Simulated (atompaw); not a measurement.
**Pseudopotential generation for iridium: PAW (atompaw), LDA (PW92), scalar-relativistic.**

- Element: Ir (Z = 77)
- Generator: atompaw 4.2.0.5
- Type: PAW
- Functional: LDA (PW92)
- Relativity: scalar-relativistic
- Frozen core: [Xe] 4f14
- Valence charge: 9
- Reference configuration: 5d7 6s1 6p0 (charge +1)
- Partial waves: 6s (bound): rc 3.00 bohr; 6s channel at -0.3 Ry: rc 3.00 bohr; 6p (bound, empty): rc 3.00 bohr; 6p channel at 0.9 Ry: rc 3.00 bohr; 5d (bound): rc 3.00 bohr; 5d channel at 0.9 Ry: rc 3.00 bohr; 5f channel at 0.45 Ry: rc 3.00 bohr; 5f channel at 1.25 Ry: rc 3.00 bohr
- Local potential: ultrasoft scheme with l = 4 at 0 Ry, radius 2.25 bohr
- Core correction: smooth core density matched at 1.65 bohr
- Augmentation charge: sinc compensation charge, radius 2.35 bohr; PAW radius 3.00 bohr; waves and projectors: custom rrkj vanderbiltortho

All-electron outer shells of the reference configuration (LDA (PW92), scalar-relativistic, ld1.x):

```json
{"shell": "5p", "level (eV)": "-63.32", "outermost node (bohr)": "0.54", "outermost maximum (bohr)": "1.01"}
{"shell": "5d", "level (eV)": "-15.59", "outermost node (bohr)": "0.59", "outermost maximum (bohr)": "1.29"}
{"shell": "6s", "level (eV)": "-13.91", "outermost node (bohr)": "1.17", "outermost maximum (bohr)": "2.32"}
{"shell": "6p", "level (eV)": "-7.42", "outermost node (bohr)": "1.38", "outermost maximum (bohr)": "3.02"}
```

Q: Does the generator finish with these settings?

A: Yes, a potential is produced.

Q: Estimate the cutoffs (Ry, on a coarse ladder) from which the occupation-weighted sum of valence levels, in a spherical-Bessel basis at the reference potential, stays within 10 and 1 mRy of its value at 400 Ry.

A: 12 Ry and 18 Ry.

Q: What does a ghost test show?

A: No extra level below or beside the all-electron valence levels (s, p, d, f tested).

Q: Is the overlap operator S = 1 + Σ q|β⟩⟨β| positive definite (Bessel basis up to 400 Ry)?

A: Yes: its lowest eigenvalue is 0.28 (s channel).

Q: Which valence shell sets the plane-wave cutoff?

A: 5d: its level needs 12 Ry to come within 1 mRy, against 6 Ry for 6s.
